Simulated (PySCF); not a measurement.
PySCF input file for Ge(F)(OH)(NH2)2 (FGeH5N2O), SMILES [NH2][Ge]([NH2])([OH])[F], B3LYP-D3(BJ)/def2-SVP. The structure is a stationary point at B3LYP-D3(BJ)/def2-SVP. The structure was generated by enumeration, and PubChem lists no compound with its InChIKey, so it may never have been made. The values are those of a single conformer.

```python
import numpy as np
from pyscf import gto, scf, dft, df
from pyscf.hessian import thermo

mol = gto.M(
    atom='''
    N    -1.21236051   -1.29089648   -0.39959250
    Ge    0.00305886   -0.00672044    0.01534258
    N     1.48340566   -0.58485480    0.88490177
    O    -0.66917040    1.24599929    1.06277716
    F     0.36806360    0.72396261   -1.53591438
    H    -1.34175019   -1.44454855   -1.39690598
    H    -1.08443462   -2.17761753    0.08194344
    H     2.21959640   -0.95936207    0.29045328
    H     1.87590773    0.10903891    1.51889854
    H    -1.62372817    1.33414451    0.93849545
    ''',
    basis='def2-SVP',
    charge=0,
    spin=0,
    max_memory=1600,
    verbose=3,
)
mf = dft.RKS(mol, xc='b3lyp').density_fit(auxbasis='def2-universal-jkfit')
mf.disp = 'd3bj'
mf.grids.level = 3
mf.conv_tol = 1e-11
mf.max_cycle = 100
mf.kernel()

# analytic Hessian; the response equations are solved on a coarser grid
h, args, fine = mf.Hessian(), (mf.mo_energy, mf.mo_coeff, mf.mo_occ), mf.grids
h.max_memory = max(150, 2.5e-5 * df.make_auxmol(mol, mf.with_df.auxbasis).nao * mol.nelec[0] * (mol.nelec[0] + mol.nao))  # MB; small integral blocks
h1ao = h.make_h1(mf.mo_coeff, mf.mo_occ)
mf.grids = dft.Grids(mol).set(level=1).build(with_non0tab=True)
mo1, mo_e1 = h.solve_mo1(*args, h1ao)
mf.grids = fine
hess = h.hess_elec(*args, mo1, mo_e1, h1ao) + h.hess_nuc()
if mf.do_disp():
    hess += h.get_dispersion()
for i in range(mol.natm):  # the analytic DFT Hessian lacks the response of the grid: restore translational invariance
    hess[i, i] -= hess[i].sum(axis=0)
hess = (hess + hess.transpose(1, 0, 3, 2)) / 2
vib = thermo.harmonic_analysis(mol, hess, imaginary_freq=False)
thermo.dump_normal_mode(mol, vib)
th = thermo.thermo(mf, vib['freq_au'][vib['freq_au'] > 0], 298.15, 101325)
thermo.dump_thermo(mol, th)
g0 = mf.nuc_grad_method().set(verbose=0).kernel()

# dipole derivatives [dipole axis, atom, xyz] from the same response
r, irp = mol.intor('int1e_r'), mol.intor('int1e_irp').reshape(3, 3, mol.nao, mol.nao)
sl, dm0, ok = mol.aoslice_by_atom(), np.array(mf.make_rdm1()), []
dmu = np.einsum('a,xt->xat', mol.atom_charges(), np.eye(3))
for a, (_, _, p0, p1) in enumerate(sl):
    dmu[:, a] += 2 * np.einsum('xtij,ij->xt', irp[:, :, :, p0:p1], dm0.reshape(-1, mol.nao, mol.nao).sum(0)[:, p0:p1])
    for u, c, occ, f in [(mo1, mf.mo_coeff, mf.mo_occ, 4)]:
        dmu[:, a] -= f * np.einsum('tui,xuv,vi->xt', u[a], r, c[:, occ > 0], optimize=True)
L = vib['norm_mode']
ir = 974.8801 * (np.einsum('xat,kat->kx', dmu, L) ** 2).sum(1)       # km/mol
apt = np.einsum('xax->a', dmu) / 3

# polarisability derivatives from nuclear gradients in small electric fields
h0, F = mf.get_hcore(), 0.005
def in_field(f, guess):
    m = mf.copy()
    m.verbose, m.conv_tol, m.conv_tol_grad = 0, 1e-11, 2e-7
    m.get_hcore = lambda *a: h0 + np.einsum('x,xij->ij', f, r)
    m.kernel(guess)
    ok.append(m.converged)
    dm = np.array(m.make_rdm1())
    g = m.nuc_grad_method().kernel() - np.outer(mol.atom_charges(), f)
    for a, (_, _, p0, p1) in enumerate(sl):
        g[a] -= 2 * np.einsum('x,xtij,ij->t', f, irp[:, :, :, p0:p1], dm[:, p0:p1])
    return g, -np.einsum('xij,ij->x', r, dm), dm
E = np.eye(3) * F
g0, _, dm0 = in_field(np.zeros(3), dm0)
gp = [in_field(e, dm0) for e in E]
gm = [in_field(-e, 2 * dm0 - p[2]) for e, p in zip(E, gp)]
alpha = np.array([(p[1] - q[1]) / (2 * F) for p, q in zip(gp, gm)])  # bohr^3
check = abs(np.array([-(p[0] - q[0]) / (2 * F) for p, q in zip(gp, gm)]) - dmu).max()
print('static polarisability / bohr^3:', alpha.round(3))
print('largest difference of analytic and finite-field dipole derivatives / e:', check)
da = np.zeros((3, 3, mol.natm, 3))
for x in range(3):
    da[x, x] = -(gp[x][0] + gm[x][0] - 2 * g0) / F**2
for x, y in ((0, 1), (0, 2), (1, 2)):
    up, down = in_field(E[x] + E[y], gp[x][2] + gp[y][2] - dm0), in_field(-E[x] - E[y], gm[x][2] + gm[y][2] - dm0)
    both = -(up[0] + down[0] - 2 * g0) / F**2
    da[x, y] = da[y, x] = (both - da[x, x] - da[y, y]) / 2
aq = np.einsum('xyat,kat->kxy', da, L) * 0.529177210903**2           # A^2/amu^1/2
a = np.einsum('kxx->k', aq) / 3
g2 = 1.5 * (aq**2).sum((1, 2)) - 4.5 * a**2
raman, depol = 45 * a**2 + 7 * g2, 3 * g2 / (45 * a**2 + 4 * g2 + 1e-12)
print('mode   freq/cm-1   IR/(km/mol)   Raman/(A^4/amu)   depolarisation')
for k, w in enumerate(vib['freq_wavenumber']):
    print(f'{k + 1:4d} {w:11.2f} {ir[k]:13.3f} {raman[k]:17.3f} {depol[k]:16.3f}')
print('max |gradient| / (hartree/bohr):', abs(g0).max())
print('APT charges:', apt.round(4))
```

Log of the run:

```
converged SCF energy = -2364.25205276227

WARN: DFTD3 does not support analytical Hessian, using finite difference


WARN: Mole.unit (angstrom) is changed to Bohr

Mode                                 0                   1                   2
Irrep
Freq [cm^-1]                      109.8253            142.8998            196.5601
Reduced mass [au]                   1.3721              2.8025              1.6461
Force const [Dyne/A]                0.0098              0.0337              0.0375
Char temp [K]                     158.0141            205.6011            282.8063
Normal mode                   x     y     z       x     y     z       x     y     z
       0   N                 0.02  0.01 -0.08    0.09 -0.09  0.03   -0.00  0.00  0.05
       1  Ge                 0.00 -0.01  0.01   -0.00  0.00 -0.01    0.00  0.01  0.01
       2   N                -0.01  0.04  0.04   -0.07 -0.08  0.04    0.02 -0.05 -0.07
       3   O                 0.04 -0.02  0.04    0.04  0.06 -0.05   -0.10 -0.00 -0.04
       4   F                -0.06 -0.00 -0.01   -0.05  0.07  0.01    0.05  0.02  0.02
       5   H                 0.34 -0.22 -0.09   -0.13  0.05  0.04    0.12 -0.17  0.06
       6   H                -0.29  0.12  0.20    0.31 -0.14 -0.12   -0.12  0.08  0.22
       7   H                -0.11 -0.25  0.10   -0.14 -0.31  0.09   -0.19 -0.38 -0.12
       8   H                 0.14  0.14 -0.17    0.07 -0.06 -0.06    0.33  0.01 -0.32
       9   H                 0.12  0.38 -0.30    0.05  0.13 -0.06   -0.13 -0.21 -0.00
Mode                                 3                   4                   5
Irrep
Freq [cm^-1]                      235.8667            240.7290            254.5495
Reduced mass [au]                   2.9094              2.5972              5.3553
Force const [Dyne/A]                0.0954              0.0887              0.2044
Char temp [K]                     339.3597            346.3555            366.2400
Normal mode                   x     y     z       x     y     z       x     y     z
       0   N                -0.04  0.03  0.07    0.00 -0.07  0.08    0.08 -0.02 -0.02
       1  Ge                 0.03  0.00 -0.04   -0.03  0.00 -0.03   -0.01  0.05  0.00
       2   N                -0.05  0.00  0.10   -0.02  0.00 -0.03   -0.05 -0.07 -0.01
       3   O                -0.01 -0.07  0.02    0.04 -0.03  0.05   -0.01 -0.03  0.09
       4   F                -0.04  0.05 -0.03    0.10  0.05  0.03    0.00 -0.10 -0.07
       5   H                -0.08 -0.11  0.10    0.07 -0.30  0.11    0.17 -0.08 -0.02
       6   H                -0.13  0.10  0.22    0.06  0.04  0.28    0.14  0.01  0.03
       7   H                -0.00 -0.15  0.26    0.04  0.19 -0.07   -0.05 -0.05 -0.02
       8   H                -0.09  0.03  0.09   -0.12 -0.02  0.05   -0.03 -0.19  0.11
       9   H                -0.04 -0.27  0.16    0.09  0.28 -0.12   -0.02 -0.07  0.16
Mode                                 6                   7                   8
Irrep
Freq [cm^-1]                      276.3663            310.7940            484.2105
Reduced mass [au]                   1.7818              1.4992              1.3506
Force const [Dyne/A]                0.0802              0.0853              0.1866
Char temp [K]                     397.6296            447.1634            696.6710
Normal mode                   x     y     z       x     y     z       x     y     z
       0   N                 0.00 -0.03 -0.03    0.02 -0.03 -0.05   -0.13  0.00  0.02
       1  Ge                -0.03 -0.01 -0.01   -0.01 -0.01  0.01    0.01  0.00  0.00
       2   N                -0.01  0.10  0.02   -0.00 -0.03 -0.00    0.01 -0.00  0.02
       3   O                 0.07 -0.00  0.05    0.06  0.08 -0.06    0.01 -0.01 -0.01
       4   F                 0.06 -0.02  0.00   -0.03  0.03  0.03   -0.01  0.01 -0.01
       5   H                -0.10  0.09 -0.03    0.35 -0.28 -0.05    0.58 -0.09 -0.08
       6   H                 0.06 -0.07 -0.13   -0.18  0.09  0.22    0.57 -0.04 -0.20
       7   H                -0.14 -0.26  0.10    0.08  0.15 -0.02    0.01 -0.06  0.05
       8   H                 0.15  0.29 -0.29   -0.11 -0.08  0.13    0.03  0.03 -0.02
       9   H                 0.01 -0.19  0.40   -0.04 -0.32  0.42    0.01 -0.00 -0.01
Mode                                 9                  10                  11
Irrep
Freq [cm^-1]                      537.9225            679.6060            708.8188
Reduced mass [au]                   1.4493              6.6654              7.4680
Force const [Dyne/A]                0.2471              1.8138              2.2107
Char temp [K]                     773.9508            977.8017           1019.8324
Normal mode                   x     y     z       x     y     z       x     y     z
       0   N                 0.01  0.01 -0.00   -0.05 -0.08 -0.02   -0.08 -0.10 -0.04
       1  Ge                -0.00  0.00 -0.01   -0.01 -0.01  0.02    0.02  0.03 -0.04
       2   N                 0.01 -0.10  0.11    0.08 -0.02  0.03    0.07 -0.02  0.04
       3   O                -0.00  0.00  0.01   -0.03  0.07  0.05   -0.03  0.05  0.04
       4   F                -0.01  0.01 -0.03    0.04  0.07 -0.14   -0.03 -0.05  0.11
       5   H                -0.00  0.01  0.00   -0.10 -0.05 -0.02   -0.17 -0.12 -0.03
       6   H                 0.01  0.01  0.00   -0.16 -0.09 -0.01   -0.09 -0.10 -0.03
       7   H                -0.02  0.46 -0.32    0.08 -0.08  0.07    0.08 -0.04  0.05
       8   H                 0.06  0.40 -0.44    0.09 -0.10  0.12    0.09 -0.03  0.04
       9   H                -0.01 -0.00  0.04   -0.04  0.03  0.03   -0.02  0.04  0.01
Mode                                12                  13                  14
Irrep
Freq [cm^-1]                      742.8658            749.2228            872.9061
Reduced mass [au]                   7.3216              5.1111              1.1672
Force const [Dyne/A]                2.3805              1.6904              0.5240
Char temp [K]                    1068.8185           1077.9647           1255.9175
Normal mode                   x     y     z       x     y     z       x     y     z
       0   N                 0.01  0.00 -0.00   -0.08 -0.11 -0.03   -0.01  0.02 -0.07
       1  Ge                -0.04  0.03  0.01    0.03  0.03  0.04   -0.01  0.00  0.02
       2   N                 0.11 -0.02  0.06   -0.10  0.03 -0.04    0.02 -0.03 -0.03
       3   O                 0.06 -0.12 -0.10    0.04 -0.07 -0.06    0.02  0.01  0.01
       4   F                 0.00  0.00 -0.00    0.00  0.01 -0.02   -0.00 -0.01 -0.01
       5   H                -0.05  0.02  0.01   -0.13 -0.10 -0.03   -0.33 -0.31  0.03
       6   H                -0.04 -0.00  0.00   -0.18 -0.13 -0.04    0.34  0.20  0.18
       7   H                 0.10 -0.07  0.07   -0.15  0.11 -0.14    0.22 -0.08  0.26
       8   H                 0.17 -0.12  0.13   -0.07  0.04 -0.07   -0.26  0.23 -0.14
       9   H                 0.06  0.00  0.01    0.04 -0.06 -0.02    0.03 -0.31 -0.31
Mode                                15                  16                  17
Irrep
Freq [cm^-1]                      880.2341            926.4733           1533.2052
Reduced mass [au]                   1.1768              1.1560              1.1038
Force const [Dyne/A]                0.5372              0.5846              1.5288
Char temp [K]                    1266.4608           1332.9888           2205.9410
Normal mode                   x     y     z       x     y     z       x     y     z
       0   N                -0.02  0.04 -0.06    0.00 -0.01  0.01    0.03  0.07  0.03
       1  Ge                 0.01 -0.01  0.00   -0.01 -0.00 -0.01   -0.00 -0.00  0.00
       2   N                -0.01  0.05  0.04   -0.01  0.04  0.04   -0.00 -0.00 -0.00
       3   O                -0.01 -0.00 -0.01    0.05  0.03  0.04    0.00  0.00  0.00
       4   F                -0.01 -0.00 -0.00    0.00  0.00  0.00    0.00 -0.00 -0.00
       5   H                -0.33 -0.32  0.04    0.06  0.06 -0.01   -0.05 -0.65  0.13
       6   H                 0.37  0.22  0.18   -0.03 -0.03 -0.03   -0.18 -0.31 -0.57
       7   H                -0.27  0.07 -0.30   -0.21  0.10 -0.25    0.01  0.01  0.01
       8   H                 0.30 -0.23  0.14    0.26 -0.20  0.13    0.02 -0.01 -0.00
       9   H                -0.02  0.19  0.23    0.05 -0.56 -0.54    0.00 -0.01 -0.01
Mode                                18                  19                  20
Irrep
Freq [cm^-1]                     1541.7903           3535.4837           3544.7816
Reduced mass [au]                   1.1026              1.0497              1.0492
Force const [Dyne/A]                1.5443              7.7309              7.7675
Char temp [K]                    2218.2929           5086.7738           5100.1516
Normal mode                   x     y     z       x     y     z       x     y     z
       0   N                -0.00 -0.00 -0.00   -0.00  0.00  0.00   -0.00 -0.05 -0.02
       1  Ge                 0.00 -0.00  0.00   -0.00  0.00 -0.00    0.00  0.00 -0.00
       2   N                -0.08  0.00 -0.02    0.05  0.01  0.01    0.00  0.00  0.00
       3   O                -0.00  0.00  0.00   -0.00  0.00  0.00   -0.00  0.00  0.00
       4   F                 0.00  0.00 -0.00   -0.00  0.00 -0.00    0.00  0.00 -0.00
       5   H                -0.01  0.01 -0.00   -0.00 -0.00 -0.01    0.10  0.08  0.68
       6   H                 0.01  0.01  0.02    0.00 -0.01  0.01   -0.08  0.59 -0.34
       7   H                 0.44  0.31  0.39   -0.46  0.26  0.38   -0.01  0.00  0.01
       8   H                 0.61 -0.20 -0.19   -0.26 -0.48 -0.47   -0.00 -0.01 -0.01
       9   H                -0.00  0.00  0.00   -0.00 -0.00  0.00    0.00 -0.00 -0.00
Mode                                21                  22                  23
Irrep
Freq [cm^-1]                     3632.1205           3645.2340           3842.8701
Reduced mass [au]                   1.0953              1.0963              1.0667
Force const [Dyne/A]                8.5137              8.5828              9.2814
Char temp [K]                    5225.8127           5244.6802           5529.0344
Normal mode                   x     y     z       x     y     z       x     y     z
       0   N                 0.00 -0.00  0.00    0.01 -0.03  0.07    0.00  0.00  0.00
       1  Ge                -0.00 -0.00 -0.00    0.00 -0.00  0.00    0.00  0.00  0.00
       2   N                 0.02 -0.05 -0.06   -0.00  0.00  0.00   -0.00  0.00 -0.00
       3   O                -0.00  0.00  0.00    0.00 -0.00  0.00    0.06 -0.01  0.01
       4   F                 0.00 -0.00  0.00    0.00  0.00 -0.00   -0.00  0.00  0.00
       5   H                -0.00 -0.00 -0.01   -0.09 -0.11 -0.65   -0.00  0.00  0.00
       6   H                -0.00  0.01 -0.01   -0.08  0.59 -0.32   -0.00  0.00  0.00
       7   H                -0.51  0.26  0.41    0.01 -0.00 -0.01   -0.00 -0.00  0.00
       8   H                 0.25  0.43  0.40   -0.00 -0.01 -0.01    0.00  0.00  0.00
       9   H                 0.00 -0.00  0.00   -0.00  0.00 -0.00   -0.95  0.10 -0.11
temperature 298.1500 [K]
pressure 101325.00 [Pa]
Rotational constants [GHz] 3.54859 3.21025 3.19167
Symmetry number 1
Zero-point energy (ZPE) 0.06749 [Eh]   177198.860 [J/mol]
                           tot       elec      trans        rot        vib
Entropy [J/mol/K]       362.436      0.000    170.437    111.223     80.776
Cv [J/mol/K]            115.600      0.000     12.472     12.472     90.657
Cp [J/mol/K]            123.914      0.000     20.786     12.472     90.657
Internal energy [J/mol]                      3718.434   3718.434 191144.673
Internal energy [Eh]   -2364.17642  -2364.25205
Enthalpy [J/mol]                             6197.391   3718.434 191144.673
Enthalpy [Eh]          -2364.17547
Gibbs free energy [J/mol]                  -44618.403 -29442.825 167061.330
Gibbs free energy [Eh] -2364.21663
static polarisability / bohr^3: [[41.101 -0.177  3.136]
 [-0.178 37.436  2.472]
 [ 3.137  2.473 35.896]]
largest difference of analytic and finite-field dipole derivatives / e: 0.0008040555149357864
mode   freq/cm-1   IR/(km/mol)   Raman/(A^4/amu)   depolarisation
   1      109.83         5.872             0.649            0.750
   2      142.90         5.450             2.287            0.744
   3      196.56        20.177             0.903            0.743
   4      235.87        24.886             1.322            0.671
   5      240.73        30.904             0.860            0.748
   6      254.55        24.724             2.220            0.748
   7      276.37        31.912             1.678            0.746
   8      310.79       103.763             1.632            0.735
   9      484.21       186.425             2.923            0.031
  10      537.92       166.246             3.607            0.036
  11      679.61        45.906            13.480            0.011
  12      708.82        61.725             6.905            0.221
  13      742.87       108.339             2.931            0.722
  14      749.22        78.388             4.057            0.715
  15      872.91         6.494             1.024            0.677
  16      880.23        16.252             0.792            0.722
  17      926.47       136.901             2.206            0.641
  18     1533.21        29.379             4.354            0.735
  19     1541.79        28.645             4.497            0.722
  20     3535.48        20.101           125.075            0.113
  21     3544.78        20.641           116.962            0.095
  22     3632.12        26.996            75.650            0.750
  23     3645.23        30.288            64.239            0.749
  24     3842.87        75.826            90.766            0.269
max |gradient| / (hartree/bohr): 0.00022326389379133567
APT charges: [-0.7559  2.0048 -0.7489 -0.799  -0.6744  0.1699  0.1741  0.1738  0.1701
  0.2855]
```

Self-consistency was reached.
